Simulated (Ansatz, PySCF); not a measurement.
Conformers of C2H6BF (SMILES CCBF), B3LYP-D3(BJ)/def2-TZVP minima from an xTB search, which can miss the lowest.
Conformer 1 (charge 0, multiplicity 1):
| atom | x (Å) | y (Å) | z (Å) |
|---|---|---|---|
| C | -1.1887 | 0.2189 | -0.1433 |
| C | 0.1073 | -0.5696 | 0.0614 |
| B | 1.4314 | 0.2473 | 0.1276 |
| F | 1.4169 | 1.5738 | 0.0090 |
| H | -1.3452 | 0.9375 | 0.6629 |
| H | -2.0584 | -0.4392 | -0.1761 |
| H | -1.1637 | 0.7843 | -1.0763 |
| H | 0.2362 | -1.3237 | -0.7280 |
| H | 0.0581 | -1.1734 | 0.9787 |
| H | 2.5062 | -0.2559 | 0.2843 |

Correlated levels freeze the cores. CBS(a, b) extrapolates the correlation energy as X⁻³ and adds the Hartree–Fock energy of set b. MP2 and its Hartree–Fock in cc-pVQZ are density fitted. Rows in 6-31G* carry no dispersion term and start afresh at each structure (6-31G* with six Cartesian d functions).

The values were computed with Ansatz (a first-principles code); PySCF for 6-31G* rows. 

Electronic energies of 2 conformers above conformer 1 (kcal/mol):

| level | conformer 1 | conformer 2 |
|---|---|---|
| PBE/def2-TZVPP | 0.00 | 0.52 |
| B3LYP/6-31G* | 0.00 | 0.57 |
| wB97M-V/def2-TZVPP | 0.00 | 0.53 |
| MP2/CBS(cc-pVTZ, cc-pVQZ) + ΔCCSD(T)/cc-pVTZ | 0.00 | 0.56 |

Question: Give Boltzmann populations at 298.15 K for each level, counting each conformer once and leaving out zero-point, thermal and symmetry terms.

Answer: 
Weights exp(−E/RT) with RT = 0.5925 kcal/mol, divided by their sum:
- PBE/def2-TZVPP: 71 %, 29 %
- B3LYP/6-31G*: 72 %, 28 %
- wB97M-V/def2-TZVPP: 71 %, 29 %
- MP2/CBS(cc-pVTZ, cc-pVQZ) + ΔCCSD(T)/cc-pVTZ: 72 %, 28 %
The share of conformer 1 runs from 71 to 72 % over these levels.
